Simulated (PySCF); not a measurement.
Positional isomers: butadiene methyl+boryl. Isolated molecules, 0 K electronic values unless said otherwise. One relaxed conformer stands for each flexible species; it need not be the lowest. Strings in code marks are SMILES.

Computed with CAM-B3LYP-D3(BJ)/def2-TZVP (PySCF). All candidates: neutral, multiplicity 1. Excitations are Tamm–Dancoff values on a coarser integration grid. The basis has no diffuse functions, so Rydberg states are missing or too high.

```json
{
 "T1 excitation (TDA)": "2.63 eV",
 "brightest of the four lowest singlets (TDA)": "4.76 eV",
 "HOMO–LUMO gap": "7.01 eV"
}
```

Question: Identify which member has these values.
A. `B/C=C(\C)C=C`
B. `B/C(C=C)=C/C`
C. `B/C=C(/C)C=C`
D. `B/C(C)=C\C=C`

Answer: D, `B/C(C)=C\C=C`. The others give `B/C(C=C)=C/C`: 3.04 eV, 6.27 eV, 7.40 eV; `B/C=C(\C)C=C`: 2.75 eV, 5.08 eV, 7.18 eV; `B/C=C(/C)C=C`: 2.79 eV, 5.00 eV, 7.25 eV
